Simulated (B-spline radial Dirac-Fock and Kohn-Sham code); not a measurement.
**Binding energies of Dy³⁺ at several levels of theory**

System: Dy³⁺ in the configuration [Xe] 4f8 6s1 (not the ground configuration).

The density-functional columns are spherical, spin-unpolarised Dirac-Kohn-Sham results without Breit or QED terms: −ε is minus the orbital energy of the initial state and ΔSCF the difference of two total energies. The reference in the last column comes from Dirac-Fock (average of configuration) total-energy differences with a finite nucleus, the Breit interaction including its frequency dependence, and self-energy and vacuum-polarisation corrections. All numbers are from a radial B-spline solver, in eV; a selection of levels is shown. The Kohn-Sham columns are given as differences from the reference. For the 1s level of heavy atoms much of the gap between ΔSCF and the reference is the Breit and QED part, -238.7 eV here; for other levels the error of the functional can be larger.

```tsv
level	LDA −ε − DF	LDA ΔSCF − DF	Dirac-Fock
K (1s)	-251.4	+225.9	53836.0
L1 (2s)	-147.6	-59.9	9104.9
L2 (2p1/2)	-107.8	+3.5	8632.8
L3 (2p3/2)	-116.1	-16.8	7841.9
M1 (3s)	-74.5	-47.4	2104.1
M2 (3p1/2)	-59.1	-30.4	1899.4
M3 (3p3/2)	-58.2	-31.4	1732.7
M4 (3d3/2)	-37.6	-6.1	1385.3
M5 (3d5/2)	-38.4	-7.6	1349.8
N1 (4s)	-37.1	-24.1	474.0
N2 (4p1/2)	-29.8	-16.9	391.9
N3 (4p3/2)	-29.9	-17.4	354.5
N4 (4d3/2)	-17.0	-4.9	218.1
N5 (4d5/2)	-17.1	-5.1	211.3
N6,7 (4f)	-7.0	+3.6	52.53
O2 (5p1/2)	-5.7	+1.7	69.73
O3 (5p3/2)	-5.7	+1.4	64.05
P1 (6s)	-2.1	+1.4	28.00
```

Values without a named source are computed, but for edge energies of neutral atoms, which are taken from tables.
